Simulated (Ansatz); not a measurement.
Basis sets compared for Ge(SiH3)4 (Si4GeH12). Charge 0, multiplicity 1. Geometry r2SCAN-D4/def2-SVP. Ansatz on 4 threads of Intel Xeon on a shared host; times are rough, and most runs start from earlier orbitals.

```xyz
17

Ge   -0.0059   -0.0029    0.0056
Si   -0.5496    1.7462    1.5294
H    -1.0822    1.1771    2.8044
H    -1.5839    2.6466    0.9353
H     0.6708    2.5530    1.8353
Si    1.4544   -1.5619    1.0605
H     2.6833   -0.8688    1.5532
H     1.8575   -2.6206    0.0855
H     0.7708   -2.2110    2.2201
Si    1.0825    0.9348   -1.8955
H     0.1648    1.8814   -2.5995
H     1.4841   -0.1440   -2.8486
H     2.3061    1.6795   -1.4687
Si   -1.9914   -1.1212   -0.6903
H    -2.7904   -1.5486    0.4981
H    -1.6446   -2.3312   -1.4962
H    -2.8264   -0.2083   -1.5286
```

Binding counts from free atoms (Ge triplet, Si triplet, H doublet) in the same basis, without a counterpoise term.

```json
{"level": "PBE-D4/def2-SVP", "functions": "164", "energy (Eh)": "-3240.6364", "HOMO (eV)": "-6.86", "LUMO (eV)": "-0.83", "binding per atom (eV)": "2.91", "wall time": "7 s"}
{"level": "PBE0-D4/def2-SVP", "functions": "164", "energy (Eh)": "-3240.8248", "HOMO (eV)": "-7.93", "LUMO (eV)": "0.01", "binding per atom (eV)": "2.91", "wall time": "11 s"}
```

(1) Estimate the rows for PBE-D4/def2-TZVP, PBE0-D4/def2-TZVP.

Answers

(1) 
```csv
level,functions,energy (Eh),HOMO (eV),LUMO (eV),binding per atom (eV),wall time
PBE-D4/def2-TZVP,268,-3241.3086,-6.87,-1.12,2.91,8 s
PBE0-D4/def2-TZVP,268,-3241.4910,-7.89,-0.29,2.92,16 s
```
